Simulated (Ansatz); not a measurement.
Ideal-gas functions of B₂O₃, SMILES `O=BOB=O` at 800 K and 1 bar, from an Ansatz frequency run at PBE0-D4/def2-TZVP.

Molar mass 69.62 g/mol, point group C2v (symmetry number 2), electronic degeneracy 1, moments of inertia 6.756, 217.958, 224.714 u Å². Harmonic wavenumbers (cm⁻¹, unscaled): 89, 472, 480, 502, 539, 753, 1264, 2141, 2144.

Use S(trans) = R[1.5 ln M + 2.5 ln T − 1.1517]; rotational temperatures θ = 24.2544 K / I; S(rot) = R[ln(√π/σ · √(T³/θAθBθC)) + 1.5]; for each mode x = 1.438777 ν̃/T, S = R[x/(eˣ − 1) − ln(1 − e⁻ˣ)] and H = RT x/(eˣ − 1); 1 cm⁻¹ = 0.0119627 kJ/mol; R = 8.31446 J/(mol·K).

**Question.** By hand: the entropy, in J/(mol·K).

**Answer.** Translation 182.3. Rotation: θ = 3.5901, 0.1113, 0.1079 K, giving 107.9. Vibration, mode by mode: 23.56, 9.92, 9.79, 9.44, 8.89, 6.40, 3.07, 0.87, 0.87, in all 72.8. Electronic 0.0. Sum 363.0 J/(mol·K).

**Question.** By hand: H − E and G − E in kJ/mol, counted from the electronic energy.

**Answer.** Zero-point energy ½ × 8384 × 0.0119627 = 50.1; thermal vibration 28.6; translation, rotation and pV give 4 RT = 26.6. H − E = 105.3 kJ/mol, and G − E = 105.3 − 800 × 363.0/1000 = -185.1 kJ/mol.

Vibration gives 20 % of the entropy, 23.6 J/(mol·K) of it from the mode under 150 cm⁻¹: soft modes count most, and the harmonic formula is weakest for them. The sum counts one conformer and one mirror image; others add a mixing term.
